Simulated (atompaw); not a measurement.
**mercury (Hg): one change to a PAW (atompaw) potential, before and after**

- Element: Hg
- Generator: atompaw 4.2.0.5
- Type: PAW
- Functional: PBE
- Relativity: scalar-relativistic
- Frozen core: [Kr] 4d10 4f14
- Valence charge: 20
- Reference configuration: 5s2 5p6 5d10 6s0 6p0 (charge +2)
- Partial waves: 5s (bound): rc 1.20 bohr; 6s (bound, empty): rc 2.15 bohr; 5p (bound): rc 1.80 bohr; 6p (bound, empty): rc 2.15 bohr; 5d (bound): rc 2.15 bohr; 5d channel at -0.95 Ry: rc 2.15 bohr
- Local potential: bessel scheme, radius 1.90 bohr
- Core correction: smooth core density matched at 1.20 bohr
- Augmentation charge: besselshape compensation charge, radius 1.70 bohr; PAW radius 2.15 bohr; waves and projectors: custom rrkj vanderbiltortho

Change: all radii scaled by about 0.89 (s 1.06, p 1.60, d 1.92 bohr); local potential bessel scheme, radius 1.70 bohr; augmentation besselshape compensation charge, radius 1.52 bohr; PAW radius 1.92 bohr; waves and projectors: custom rrkj vanderbiltortho; core correction smooth core density matched at 1.06 bohr.

Cutoffs: the cutoffs (Ry, on a coarse ladder) from which the occupation-weighted sum of valence levels, in a spherical-Bessel basis at the reference potential, stays within 10 and 1 mRy of its value at 400 Ry; they do not see the model core or the augmentation charge, which bear on the density cutoff.

Question: What does the change do?

Answer: The potential gets harder (40 Ry and 70 Ry → 50 Ry and 110 Ry); neither file shows a bound ghost. A smaller radius makes the pseudo-wave follow the all-electron one further in, where it bends more sharply, so more plane waves are needed.

| quantity | base | changed |
| --- | --- | --- |
| cutoff, loose | 40 Ry | 50 Ry |
| cutoff, tight | 70 Ry | 110 Ry |
| loose cutoff by channel (10 mRy a level) | s 35 Ry, p 25 Ry, d 18 Ry | s 30 Ry, p 30 Ry, d 25 Ry |
| bound ghosts | none | none |
| lowest overlap eigenvalue by channel | s 0.35, p 0.60, d 0.25 | s 0.42, p 0.57, d 0.75 |

 The cutoffs see the waves, projectors and local potential, not the compensation charge or the core.
